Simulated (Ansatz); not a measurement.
Born–Oppenheimer molecular dynamics of Cl3H2HfO (7 atoms, charge 0, multiplicity 2). It starts at the highest image of a converged band. Of that band: Neighbouring images differ by up to 1.7 eV, so the band resolves the path poorly. A vibrational analysis at the climbing image gives one clearly imaginary mode, 3600i cm⁻¹: a first-order saddle point.

Level of theory: UHF/def2-SVP (Ansatz 0.2.0).

```
ensemble                      : NVE (velocity Verlet)
time step                     : 0.5 fs
steps asked                   : 144
starting velocities drawn for : 300 K
seed                          : 6715
```

First frame:

```xyz
7
Properties=species:S:1:pos:R:3
Hf -0.297 -0.189 0.103
Cl -0.377 -0.184 2.599
Cl 2.091 0.128 0.089
O -1.249 1.324 -0.547
H -1.663 2.084 -0.916
Cl -0.967 -2.216 -0.962
H 0.743 0.145 3.564
```

Question: What does the run give?

Answer: The run went to its last step.

| Quantity | Value |
| --- | --- |
| steps done | 144 |
| time covered | 72 fs |
| mean temperature over the second half | 2806 K |
| spread of the potential energy over the second half | 8.5 meV per atom |
| mean potential energy of the second half above the start | -231.3 meV per atom |

The conserved energy stayed within 0.18 meV per atom of its start (net change 0.1 meV per atom), so the integration is sound. The kinetic energy rose, since the run started high on the potential surface and went downhill. It ends in pieces (Cl3HHfO + H), so much of that is their flight and rotation, not heat. A run of 0.072 ps of so small a system gives no equilibrium averages.

Question: What happens to the structure?

Answer: Between its relaxed ends the band would form Cl2–H7 and break Hf1–Cl2. These pairs go: Cl2–H7 1.52 → 13.08 Å, Hf1–Cl2 2.50 → 2.53 Å. In the last frame they stand as before the step (other bonds may differ from the relaxed reactants and products). It ends as Cl3HHfO + H. Pairs count as bonded within 1.25 times the sum of covalent radii (0.12 Å more for H–H). This is one draw of velocities; another would differ in detail.

Question: How do temperature and energy run in time?

Answer: 
```tsv
time (fs)	T (K)	potential energy less start (eV)	conserved less start (meV/atom)
0.0	300	0.000	0.00
6.0	1166	-0.559	0.05
12.0	2576	-1.472	-0.06
18.0	2687	-1.543	0.07
24.0	2652	-1.520	0.00
30.0	2596	-1.484	0.06
36.0	2661	-1.525	0.05
42.0	2816	-1.626	0.01
48.0	2918	-1.691	0.05
54.0	2919	-1.693	0.01
60.0	2799	-1.615	0.08
66.0	2728	-1.569	-0.01
72.0	2665	-1.528	0.10
```

The run took 6.1 min on 4 threads of Intel(R) Xeon(R) Platinum 8259CL CPU @ 2.50GHz (Skylake/Cascade Lake), with other jobs on the host, peak memory 0.37 GiB.
